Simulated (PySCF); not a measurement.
H10Si4, triplet, at the geometry of the source list (a higher spin typed on purpose: for a closed-shell molecule this is an excited state); DF-BP86/def2-SV(P) run with PySCF.

PySCF was given this input:
```python
from pyscf import gto, scf, dft

mol = gto.Mole()
mol.atom = '''
    Si    2.098800   -0.873000    0.892900
    Si    1.094900    1.112000    0.257600
    Si   -0.717300    0.797700   -1.162400
    Si   -2.374600   -0.521200   -0.232300
    H     3.280500   -0.736400    1.746500
    H     1.154600   -1.721800    1.625400
    H     2.525300   -1.643100   -0.279300
    H     2.093500    2.032300   -0.310600
    H     0.632100    1.835000    1.455500
    H    -0.234300    0.176000   -2.408200
    H    -1.281500    2.072900   -1.634200
    H    -2.842000    0.042300    1.037700
    H    -3.566900   -0.711800   -1.060400
    H    -1.863200   -1.860900    0.071800
'''
mol.basis = 'def2-sv(p)'
mol.charge = 0
mol.spin = 2
mol.verbose = 4
mol.build()

mf = dft.UKS(mol)
mf.xc = 'bp86'
mf = mf.density_fit(auxbasis='def2-universal-jkfit')
mf.kernel()
```

Problem. Write the output that PySCF gives for this input, abridged.

Solution. 
```
PySCF version 2.14.0

[INPUT] verbose = 4
[INPUT] num. atoms = 14
[INPUT] num. electrons = 66
[INPUT] charge = 0
[INPUT] spin (= nelec alpha-beta = 2S) = 2
[INPUT] symmetry False subgroup None
[INPUT] Mole.unit = angstrom
[INPUT] Symbol           X                Y                Z      unit          X                Y                Z       unit  Magmom
[INPUT]  1 Si     2.098800000000  -0.873000000000   0.892900000000 AA    3.966157190237  -1.649730906745   1.687336456624 Bohr   0.0
[INPUT]  2 Si     1.094900000000   1.112000000000   0.257600000000 AA    2.069061133786   2.101375450516   0.486793449688 Bohr   0.0
[INPUT]  3 Si    -0.717300000000   0.797700000000  -1.162400000000 AA   -1.355500549151   1.507434529566  -2.196617647194 Bohr   0.0
[INPUT]  4 Si    -2.374600000000  -0.521200000000  -0.232300000000 AA   -4.487343655392  -0.984925256123  -0.438983378736 Bohr   0.0
[INPUT]  5 H      3.280500000000  -0.736400000000   1.746500000000 AA    6.199246551636  -1.391594318130   3.300406676553 Bohr   0.0
[INPUT]  6 H      1.154600000000  -1.721800000000   1.625400000000 AA    2.181877783423  -3.253730441276   3.071560842868 Bohr   0.0
[INPUT]  7 H      2.525300000000  -1.643100000000  -0.279300000000 AA    4.772125382364  -3.105008995273  -0.527800506591 Bohr   0.0
[INPUT]  8 H      2.093500000000   2.032300000000  -0.310600000000 AA    3.956141641777   3.840490402954  -0.586948934290 Bohr   0.0
[INPUT]  9 H      0.632100000000   1.835000000000   1.455500000000 AA    1.194495883338   3.467647438577   2.750496374304 Bohr   0.0
[INPUT] 10 H     -0.234300000000   0.176000000000  -2.408200000000 AA   -0.442762830986   0.332591797923  -4.550838453178 Bohr   0.0
[INPUT] 11 H     -1.281500000000   2.072900000000  -1.634200000000 AA   -2.421684028630   3.917213283611  -3.088190432764 Bohr   0.0
[INPUT] 12 H     -2.842000000000   0.042300000000   1.037700000000 AA   -5.370601646014   0.079935415069   1.960968799461 Bohr   0.0
[INPUT] 13 H     -3.566900000000  -0.711800000000  -1.060400000000 AA   -6.740464113711  -1.345107055465  -2.003865582489 Bohr   0.0
[INPUT] 14 H     -1.863200000000  -1.860900000000   0.071800000000 AA   -3.520937715290  -3.516591345203   0.135682335744 Bohr   0.0

nuclear repulsion = 325.224360377237
number of shells = 52
number of NR pGTOs = 184
number of NR cGTOs = 92
basis = def2-sv(p)
ecp = {}

******** <class 'pyscf.df.df_jk.DFUKS'> ********
method = DFUKS
initial guess = minao
damping factor = 0
level_shift factor = 0
DIIS = <class 'pyscf.scf.diis.CDIIS'>
diis_start_cycle = 1
diis_space = 8
diis_damp = 0
SCF conv_tol = 1e-09
SCF conv_tol_grad = None
SCF max_cycles = 50
direct_scf = False
number electrons alpha = 34  beta = 32
XC library pyscf.dft.libxc version 7.1.2
    S. Lehtola, C. Steigemann, M. J. T. Oliveira, and M. A. L. Marques,  SoftwareX 7, 1–5 (2018)
XC functionals = bp86
    A. D. Becke,  Phys. Rev. A 38, 3098 (1988)
    J. P. Perdew,  Phys. Rev. B 33, 8822 (1986)
    J. P. Perdew,  Phys. Rev. B 34, 7406–7406 (1986)
radial grids:
    Treutler-Ahlrichs [JCP 102, 346 (1995); DOI:10.1063/1.469408] (M4) radial grids

becke partition: Becke, JCP 88, 2547 (1988); DOI:10.1063/1.454033
pruning grids: <function nwchem_prune>
grids dens level: 3
symmetrized grids: False
atomic radii adjust function: <function treutler_atomic_radii_adjust>
small_rho_cutoff = 0
Set gradient conv threshold to 3.16228e-05
tot grids = 174800
init E= -1163.43953163245

cycle= 1 E= -1163.45663757594  delta_E= -0.0171  |g|= 0.148  |ddm|= 3.18

cycle= 2 E= -1163.44856392703  delta_E= 0.00807  |g|= 0.168  |ddm|= 1.14

cycle= 3 E= -1163.46859939277  delta_E= -0.02  |g|= 0.0784  |ddm|= 0.698

cycle= 4 E= -1163.47302874349  delta_E= -0.00443  |g|= 0.0395  |ddm|= 0.593

cycle= 5 E= -1163.46704490848  delta_E= 0.00598  |g|= 0.0729  |ddm|=  1.1

cycle= 6 E= -1163.47516398431  delta_E= -0.00812  |g|= 0.006  |ddm|= 0.776

cycle= 7 E= -1163.47519904462  delta_E= -3.51e-05  |g|= 0.0022  |ddm|= 0.0485

cycle= 8 E= -1163.47520448934  delta_E= -5.44e-06  |g|= 0.000856  |ddm|= 0.015

cycle= 9 E= -1163.47520525301  delta_E= -7.64e-07  |g|= 0.000358  |ddm|= 0.00733

cycle= 10 E= -1163.4752054184  delta_E= -1.65e-07  |g|= 0.00015  |ddm|= 0.00511

cycle= 11 E= -1163.47520541958  delta_E= -1.18e-09  |g|= 6.52e-05  |ddm|= 0.00207

cycle= 12 E= -1163.4752054477  delta_E= -2.81e-08  |g|= 3.52e-05  |ddm|= 0.00177

cycle= 13 E= -1163.4752054493  delta_E= -1.6e-09  |g|= 1.62e-05  |ddm|= 0.000204

cycle= 14 E= -1163.47520544978  delta_E= -4.8e-10  |g|= 1.46e-05  |ddm|= 0.000242

Extra cycle  E= -1163.47520544371  delta_E= 6.07e-09  |g|= 6.81e-05  |ddm|= 0.00115
converged SCF energy = -1163.47520544371  <S^2> = 2.0042342  2S+1 = 3.0028215
```
